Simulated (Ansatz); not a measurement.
Molecule: sum formula Si2H3F2 (charge 0, doublet). It need not be the lowest isomer of its formula. 
Structure (B3LYP-D3(BJ)/def2-TZVP (Ansatz, a program for electronic structure) minimum search):
SMILES: F[SiH][SiH2]F
```xyz
7

F      1.9181     1.2415     0.1939
Si     1.1664    -0.1098    -0.2841
Si    -1.1169     0.0643     0.2927
F     -1.8637    -1.1765    -0.4137
H      1.8848    -1.2481     0.3553
H     -1.3890    -0.0229     1.7474
H     -1.6780     1.3231    -0.2443
```
Charge 0, spin multiplicity 2.

Basis-set convergence of Hartree-Fock and CCSD(T) correlation energies (hartree) with Ansatz. Correlated levels leave the core frozen unless marked. Open shells are spin-unrestricted. No spin-orbit coupling. No relativistic terms.

```json
[
 {"basis": "aug-cc-pV(D+d)Z", "functions": "137", "E(HF)": "-778.60342", "E(corr, CCSD(T))": "-0.64324"},
 {"basis": "aug-cc-pV(T+d)Z", "functions": "271", "E(HF)": "-778.68759", "E(corr, CCSD(T))": "-0.79274"},
 {"basis": "aug-cc-pV(Q+d)Z", "functions": "476", "E(HF)": "-778.70963", "E(corr, CCSD(T))": "-0.84457"}
]
```

Extrapolating the two largest sets (X = 3 and 4) as X^-3: E(corr) = (64·(-0.84457) - 27·(-0.79274))/37 = -0.8824 Eh, an estimate of the basis-set limit. The largest set recovers 95.7 % of it, the smallest 72.9 %.
